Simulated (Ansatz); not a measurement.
Geometry optimisation, RKS PBE-D4/def2-SVP in Ansatz 0.2.0.

Input:

```yaml
crystal:
  periodic: [false, false, false]
  atoms:
    - { symbol: C, position_ang: [-1.323, 0.0162, 1.6847] }
    - { symbol: Sn, position_ang: [0.0767, -0.3882, 0.1616] }
    - { symbol: "N", position_ang: [1.8852, -0.6896, 1.0271] }
    - { symbol: "N", position_ang: [-0.4126, -2.0704, -0.8632] }
    - { symbol: Si, position_ang: [0.2337, 1.5362, -1.4571] }
    - { symbol: H, position_ang: [-1.4404, -0.7735, 2.3805] }
    - { symbol: H, position_ang: [-1.0377, 0.9784, 2.2235] }
    - { symbol: H, position_ang: [-2.3206, 0.2449, 1.1896] }
    - { symbol: H, position_ang: [2.24255, -1.61998, 0.78089] }
    - { symbol: H, position_ang: [1.75648, -0.73415, 2.08878] }
    - { symbol: H, position_ang: [-1.4069, -1.8597, -1.3005] }
    - { symbol: H, position_ang: [0.2319, -2.2085, -1.6065] }
    - { symbol: H, position_ang: [0.5869, 2.7798, -0.7238] }
    - { symbol: H, position_ang: [1.2023, 1.2498, -2.4593] }
    - { symbol: H, position_ang: [-1.0823, 1.7455, -2.0611] }
basis:
  gaussian: { orbitals: def2-SVP }
hamiltonian:
  xc: pbe
  dispersion: d4
relax:
  f_tol: 0.015
  max_steps: 40
```

Run as:

```bash
$ ansatz run input.yaml --threads 2 --pin off --max-ram 3072MiB --backend cpu --events-out ev --progress --plain --runs-dir out
```

Problem. Where does it end, and by what steps?

Solution. The run converged. After 15 steps the energy has fallen by 0.572 eV; H9 moved furthest, 1.06 Å.

| step | energy less start (eV) | largest force component (eV/Å) | accepted |
| --- | --- | --- | --- |
| 0 | 0.0000 | 3.566 | yes |
| 1 | -0.4552 | 1.065 | yes |
| 2 | -0.4946 | 0.537 | yes |
| 3 | -0.5139 | 0.273 | yes |
| 4 | -0.5448 | 0.108 | yes |
| 5 | -0.5592 | 0.056 | yes |
| 6 | -0.5598 | 0.062 | yes |
| 7 | -0.5402 | 0.843 | no |
| 8 | -0.5657 | 0.035 | yes |
| 9 | -0.5679 | 0.197 | yes |
| 10 | -0.5623 | 0.242 | no |
| 11 | -0.5707 | 0.022 | yes |
| 12 | -0.5713 | 0.074 | yes |
| 13 | -0.5719 | 0.069 | yes |
| 14 | -0.5722 | 0.026 | yes |
| 15 | -0.5722 | 0.006 | yes |

```xyz
15
Properties=species:S:1:pos:R:3
C -1.476 0.040 1.689
Sn 0.012 -0.353 0.168
N 1.813 -0.598 1.172
N -0.541 -2.197 -0.647
Si 0.369 1.631 -1.476
H -1.571 -0.851 2.339
H -1.153 0.905 2.298
H -2.459 0.262 1.230
H 2.602 -0.662 0.515
H 1.803 -1.492 1.684
H -1.523 -2.173 -0.963
H 0.012 -2.413 -1.488
H 0.748 2.889 -0.739
H 1.456 1.320 -2.474
H -0.901 1.898 -2.243
```

Whether the end is a true minimum wasn't checked by a vibrational analysis.

The run took 55 s on 2 threads of Arm Neoverse V2 (shared host), peak memory 0.19 GiB.
